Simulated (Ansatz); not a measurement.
Start from `[CH]1=[N][AlH]1` and change one atom or group to get `O=C[C]1=[N][AlH]1`.

Ansatz, PBE0-D4/def2-TZVP geometries, multiplicity 1. Each molecule was computed in one conformer, which needn't be the lowest.

| property | `[CH]1=[N][AlH]1` |
| --- | --- |
| size of the dipole moment (B3LYP/def2-TZVPP) / D | 2.50 |
| zero-point energy (PBE0-D4/def2-TZVP) / kJ/mol | 64.5 |
| HOMO–LUMO gap (B3LYP/def2-TZVPP) / eV | 3.99 |
| LUMO energy (PBE/def2-TZVPP) / eV | -2.01 |
| HOMO–LUMO gap (PBE0/def2-TZVPP) / eV | 4.39 |
| HOMO energy (PBE0/def2-TZVPP) / eV | -5.59 |

Q: What does the change do to each property? (An estimate is asked.)

A: Computed: 
| property | `O=C[C]1=[N][AlH]1` | shift |
| --- | --- | --- |
| size of the dipole moment (B3LYP/def2-TZVPP) / D | 3.43 | 0.93 |
| zero-point energy (PBE0-D4/def2-TZVP) / kJ/mol | 90.3 | 25.8 |
| HOMO–LUMO gap (B3LYP/def2-TZVPP) / eV | 3.47 | -0.52 |
| LUMO energy (PBE/def2-TZVPP) / eV | -3.38 | -1.37 |
| HOMO–LUMO gap (PBE0/def2-TZVPP) / eV | 3.88 | -0.51 |
| HOMO energy (PBE0/def2-TZVPP) / eV | -6.09 | -0.50 |

With PBE0 the HOMO falls by 0.50 eV and the LUMO falls by 1.02 eV, so the gap narrows by about 0.52 eV. PBE moves the HOMO by -0.44 eV and ωB97M-V by -0.53 eV. The zero-point energy changes by 25.8 kJ/mol with +6 modes. Dipoles are sizes alone; their direction can turn.

B3LYP here is the variant with VWN-RPA as its local correlation; programs differ in this.
